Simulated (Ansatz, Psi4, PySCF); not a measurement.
iridium atom (Ir), quartet (core potentials on Ir). Base run: WB97X-V/def2-TZVP (PySCF).

PySCF was given this input:
```python
from pyscf import gto, scf, dft

mol = gto.M(
    atom='''
Ir    0.00000000    0.00000000    0.00000000
''',
    basis='def2-tzvp',
    ecp={'Ir': 'def2-tzvp'},
    spin=3,
    verbose=3,
)

mf = dft.UKS(mol)
mf.xc = 'wb97x_v'
mf.kernel()
```

The same geometry, method and basis name were run in Ansatz (an electronic-structure program) and Psi4 and PySCF, at each program's defaults and at the settings that a row names. The base is PySCF at its defaults. Differences at the defaults can come from grids, fitting, cores and function types together. The rows with settings made alike still differ; the cause (another SCF solution, basis table, core potential or functional code) wasn't traced.

| code and settings | ΔE vs base (mEh) | basis functions | E (Eh) | SCF cycles |
|---|---|---|---|---|
| PySCF, defaults (exact integrals, its default grid, spherical functions) | 0.000 | 40 | -104.18625 | 11 |
| Psi4, defaults (density fitting with its default set, its default grid, spherical functions) | 6.590 | 40 | -104.17966 | 16 |
| Ansatz, defaults (factorised integrals, its default grid, spherical functions) | 0.007 | 40 | -104.18624 | - |
| PySCF, density fitting with def2-universal-jkfit | -0.004 | 40 | -104.18625 | 14 |
| PySCF, fine grid | 0.002 | 40 | -104.18624 | 14 |
| Psi4, exact integrals, spherical functions, fine grid | 6.552 | 40 | -104.17969 | 19 |
| Ansatz, high accuracy | 0.002 | 40 | -104.18624 | - |

Open shells are given as the SCF converged; they aren't shown to be the lowest states, and a large step between rows can be another state.
